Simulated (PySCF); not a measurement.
## Eu: excitation energy

Eu [Xe] 4f7 6s2 (8S) → Eu [Xe] 4f7 6s1 6p1 (10P), as a difference of total energies. Computed with PySCF 2.14 in ANO-RCC-VTZP (8s7p5d3f2g1h, 104 functions), with scalar relativity by spin-free X2C-1e. Correlated levels: valence: [Kr] 4d10 frozen; valence and next inner shell: [Ar] 3d10 frozen. The calculations carry no spin-orbit coupling.

```
                                method  excitation energy (eV)
                                   UHF                   1.198
                                   LDA                   2.118
                                   PBE                   1.924
                                  PBE0                   1.820
                                r2SCAN                   1.541
                         MP2 (valence)                   2.055
                     SCS-MP2 (valence)                   2.145
    MP2 (valence and next inner shell)                   2.072
SCS-MP2 (valence and next inner shell)                   2.140
```

Errors of the correlated levels include the incompleteness of this basis and the frozen core.

The basis was made for the ground configuration and has no added diffuse functions, so the excitation energy can come out too high.

Q: Which method comes closest to the reference value, and which is furthest?

A: The reference is 1.840 eV (measured; NIST levels, between the centres of gravity of the two terms). Closest: PBE0 (error -0.020 eV); furthest: UHF (error -0.642 eV).
